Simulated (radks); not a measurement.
The numbers below are computed, except where a source is named.
Task: Gd3+, configuration [Xe] 4f7. Code: a radial shooting solver on a logarithmic mesh with Libxc functionals. Model: Dirac Kohn-Sham, BLYP, spin-unpolarised, spherical densities, finite nucleus; open shells fill j = l - 1/2 first; Fermi nuclear charge, rms radius 5.1569 fm. Some entries of the table are withheld. Estimate them.

| orbital | occ. | eigenvalue (hartree) | <r> (bohr) |
|---|---|---|---|
| 1s1/2 | 2 | (1) | 0.02191 |
| 2s1/2 | 2 | -304.4442 | 0.09275 |
| 2p1/2 | 2 | -289.1706 | 0.07745 |
| 2p3/2 | 4 | -263.5892 | 0.08429 |
| 3s1/2 | 2 | -68.17905 | 0.2440 |
| 3p1/2 | 2 | (2) | 0.2336 |
| 3p3/2 | 4 | (3) | 0.2467 |
| 3d3/2 | 4 | (4) | 0.2187 |
| 3d5/2 | 6 | (5) | 0.2228 |
| 4s1/2 | 2 | -14.44890 | 0.5529 |
| 4p1/2 | 2 | -11.86906 | 0.5649 |
| 4p3/2 | 4 | -10.70073 | 0.5945 |
| 4d3/2 | 4 | -6.44820 | (6) |
| 4d5/2 | 6 | -6.23711 | (7) |
| 5s1/2 | 2 | -2.73137 | 1.324 |
| 5p1/2 | 2 | -2.01260 | 1.473 |
| 5p3/2 | 4 | -1.84655 | 1.560 |
| 4f5/2 | 6 | -1.23921 | 0.8485 |
| 4f7/2 | 1 | -1.21129 | 0.8597 |

Result: 
(1) 1s1/2 eigenvalue (hartree): -1840.146
(2) 3p1/2 eigenvalue (hartree): -61.55269
(3) 3p3/2 eigenvalue (hartree): -56.30607
(4) 3d3/2 eigenvalue (hartree): -44.84926
(5) 3d5/2 eigenvalue (hartree): -43.70597
(6) 4d3/2 <r> (bohr): 0.6304
(7) 4d5/2 <r> (bohr): 0.6408
